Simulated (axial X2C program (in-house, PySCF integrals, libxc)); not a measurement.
**Ionising CaBr**

Computed with an axial X2C code built on PySCF integrals, spin-free (one-electron X2C) or two-component (2c: spin–orbit coupling with atomic mean-field Coulomb and Gaunt terms, which also bring small scalar terms), in Dyall basis sets with cores contracted in-house; open shells are unrestricted.

Basis sets: Br dyall-cv3z, Ca dyall-cv3z. Frozen shells (counts by l): CaBr Br 3s2p1d, Ca 3s2p, 9 electrons correlated; CaBr⁺ Br 3s2p1d, Ca 3s2p, 8 electrons correlated. Where the outer core of a metal is frozen, bonds come out longer and ionisation energies lower.

| Hamiltonian | level | CaBr state | Re (Å) | ωe (cm⁻¹) | De (eV) |
| --- | --- | --- | --- | --- | --- |
| spin-free | HF | M_S = 1/2, Λ = 0 | 2.665 | 274.1 | 3.27 |
| spin-free | PBE0 | M_S = 1/2, Λ = 0 | 2.585 | 286.6 | 3.86 |
| spin-free | MP2 | M_S = 1/2, Λ = 0 | 2.658 | 274.7 | 3.82 |
| 2c | HF | Ω = 1/2 | 2.666 | 273.8 | 3.11 |
| 2c | PBE0 | Ω = 1/2 | 2.586 | 286.3 | 3.76 |
| 2c | MP2 | Ω = 1/2 | 2.659 | 274.5 | 3.68 |

Adiabatic ionisation energy (minimum to minimum, no zero-point term) and constants of CaBr⁺:

```csv
Hamiltonian,level,CaBr⁺ state,IE (eV),Re (Å),ωe (cm⁻¹),De (eV),fragments
spin-free,HF,"M_S = 0, Λ = 0",5.81,2.529,341.6,2.59,Br + Ca+
spin-free,PBE0,"M_S = 0, Λ = 0",5.96,2.462,354.9,3.92,Br + Ca+
spin-free,MP2,"M_S = 0, Λ = 0",5.83,2.532,337.6,3.69,Br + Ca+
2c,HF,Ω = 0,5.81,2.530,341.3,2.43,Br + Ca+
2c,PBE0,Ω = 0,5.95,2.463,354.4,3.82,Br + Ca+
2c,MP2,Ω = 0,5.83,2.533,337.3,3.54,Br + Ca+
```

**Question.** Add the zero-point terms to the ionisation energy at MP2, 2c, and say whether the electron removed was bonding.

**Answer.** IE0 = IE + (ωe⁺ − ωe)/2 = 5.83 + (0.004) = 5.83 eV. Re changes by -0.126 Å, so the bond shortens, as on loss of an antibonding or a polarising non-bonding electron.

**Question.** Close the cycle De(CaBr⁺) + IE(CaBr) = De(CaBr) + IE(Ca) to find the atomic ionisation energy at MP2, 2c.

**Answer.** IE(Ca) = 3.54 + 5.83 − 3.68 = 5.69 eV, for the determinants used.

Each entry is the lowest single determinant of a limited PBE0 search at one distance. De goes to single-determinant-based atoms at the same level (for ions the charge split of lowest energy) and is withheld (n/a) where an atom does not fit its ground term or J level. Main or longest-lived isotopes. The functionals have no current term, which raises determinants with orbital currents.
